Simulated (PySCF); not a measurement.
Isomers of C7H18Si. Theory: PBE0-D3(BJ)/def2-SVP geometry optimisation, gas phase (PySCF 2.14.0). One conformer each; no zero-point energy, no entropy. No frequencies were run at this level. Point groups hold within 0.08 Å.

Question: Rank from lowest to highest electronic energy at this level (kcal/mol).
A. `[CH3:1][CH:2]([CH3:3])[C@H:4]([CH3:5])[CH2:6][CH2:7][SiH3:8]` with C1–C2–C4–C5 -67°, C2–C4–C6–C7 -166°, C4–C6–C7–Si8 177°
B. `[CH3:1][CH2:2][CH2:3][SiH2:4][C:5]([CH3:6])([CH3:7])[CH3:8]` with C1–C2–C3–Si4 180°, C2–C3–Si4–C5 180°

Answer: B (0.0), A (6.0).

```
               SMILES      E (Eh)  E rel (kcal/mol)  dipole (D)  point group       A, B, C (MHz)
    CCC[SiH2]C(C)(C)C  -566.35335               0.0        0.73           Cs  3330, 707.4, 683.1
CC(C)[C@H](C)CC[SiH3]  -566.34383               6.0        0.92           C1  3394, 638.3, 607.9
```

Question: How do the relative energies change in single points at PBE0/pcSseg-1 (no added dispersion term) on the same geometries?

Answer: 
```json
{"SMILES": "CCC[SiH2]C(C)(C)C", "PBE0-D3(BJ)/def2-SVP (kcal/mol)": "0.0", "PBE0/pcSseg-1 (kcal/mol)": "0.0", "shift": "0.0"}
{"SMILES": "CC(C)[C@H](C)CC[SiH3]", "PBE0-D3(BJ)/def2-SVP (kcal/mol)": "6.0", "PBE0/pcSseg-1 (kcal/mol)": "6.3", "shift": "+0.3"}
```

Each column counts from its own lowest isomer. The order is unchanged; the largest shift is 0.3 kcal/mol.
